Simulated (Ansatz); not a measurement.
Input for Ansatz (development build ahead of 0.2.0):

```yaml
crystal:
  periodic: [false, false, false]
  atoms:
    - { symbol: V, position_ang: [0.0, 0.0, 0.0] }
    - { symbol: Cl, position_ang: [0.0, 0.0, 4.692] }
basis:
  gaussian: { orbitals: pcseg-2 }
total_charge: 1
magnetization:
  spin_polarized: true
  initial_magnetization: 1
hamiltonian:
  xc: r2scan
```

The input is written out in the form of the current development build from the run's settings.

Output:

| Property | Result |
| --- | --- |
| Converged | yes |
| Total energy | -1403.73125 hartree |
| Spin squared of the determinant | 2.757 |
| Stability test | minimum |

Caution: charge can spread falsely over distant fragments; other spin multiplicities were not run; the unrestricted determinant is a mixture of spin states.
